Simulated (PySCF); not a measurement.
## Telling isomers of C10H7Cl apart by NMR

Calculated, not measured (PySCF 2.14.0 with density-fitted response routines): shielding tensors at PBE0/pcSseg-1 (GIAO), GFN2-xTB geometry. No solvent model, single conformer, equivalent nuclei averaged, relativity neglected.

References, each an isolated molecule treated in the same way: ¹H (σref 31.72) and ¹³C (σref 186.93) vs TMS. Where no couplings were computed, multiplicities follow the n + 1 count of equivalent neighbours, and m marks all less simple cases (inequivalent or close neighbours, rings, F or P nearby). Shifts are as computed. Against solution values, carbons near 30 ppm lie about +3 ppm off and those near 130 ppm about +5 ppm; carbons on Cl a further +6 ppm. Of 1211 compounds with measured shifts, 218 miss one by over three times the rms of a fit or turn the order of signals round; such compounds aren't used in these exercises. Carbons bonded to Cl come out too deshielded.

(1) Tabulate the signals of `Clc1cccc2ccccc12`, `Clc1cc2cccccc-2c1`, `Clc1ccc2ccccc2c1` and their relative energies.

(2) What is the quickest way to tell Clc1cc2cccccc-2c1 from Clc1ccc2ccccc2c1?

(3) What is the quickest way to tell Clc1cccc2ccccc12 from Clc1ccc2ccccc2c1?

(4) What is the quickest way to tell Clc1cccc2ccccc12 from Clc1cc2cccccc-2c1?

Answers

(1) 
```json
{"SMILES": "Clc1cccc2ccccc12", "carbon types": "3×C 7×CH", "δC": "143.6, 138.1, 134.4, 134.0, 132.7, 132.5, 132.5, 132.1, 131.2, 131.0", "δH": "8.76 (d, 1H), 8.16 (d, 1H), 8.02 (d, 1H), 7.98 (m, 1H), 7.94 (m, 1H), 7.92 (m, 1H), 7.78 (m, 1H)", "E rel. (kcal/mol)": "0.6"}
{"SMILES": "Clc1cc2cccccc-2c1", "carbon types": "3×C 7×CH", "δC": "153.9, 144.2, 143.3, 143.3, 142.5, 142.5, 129.6, 129.5, 121.7, 121.7", "δH": "8.57 (d, 1H), 8.56 (d, 1H), 8.11 (m, 1H), 7.65 (m, 1H), 7.65 (m, 1H), 7.53 (m, 1H), 7.53 (m, 1H)", "E rel. (kcal/mol)": "33.4"}
{"SMILES": "Clc1ccc2ccccc2c1", "carbon types": "3×C 7×CH", "δC": "143.6, 137.9, 135.3, 135.2, 134.0, 133.3, 133.1, 132.9, 132.7, 131.7", "δH": "8.13 (d, 1H), 8.12 (s, 1H), 8.09 (d, 1H), 8.08 (d, 1H), 7.89 (m, 1H), 7.84 (m, 1H), 7.78 (d, 1H)", "E rel. (kcal/mol)": "0.0"}
```

Energies are electronic energies at PBE0/pcSseg-1 on these geometries, without zero-point or thermal terms, each for the one conformer computed, which needn't be the lowest.

(2) Both give the same number of carbon signals, with the same numbers of each carbon type, so the positions decide. The first has an aromatic carbon bearing chlorine (C) at 153.9 ppm, the second a ring-fusion aromatic carbon (C) at 135.3 ppm. Their most deshielded carbons lie at 153.9 and 143.6 ppm. In the proton spectra the most deshielded non-exchanging signals are 8.57 (d, 1H) and 8.13 (d, 1H).

(3) Both give the same number of carbon signals, with the same numbers of each carbon type, so the positions decide. The first has a ring-fusion aromatic carbon (C) at 134.4 ppm, the second an aromatic CH at 135.2 ppm. Their most deshielded carbons lie at 143.6 and 143.6 ppm. In the proton spectra the most deshielded non-exchanging signals are 8.76 (d, 1H) and 8.13 (d, 1H).

(4) Both give the same number of carbon signals, with the same numbers of each carbon type, so the positions decide. The first has a ring-fusion aromatic carbon (C) at 134.4 ppm, the second an aromatic carbon bearing chlorine (C) at 153.9 ppm. Their most deshielded carbons lie at 143.6 and 153.9 ppm.
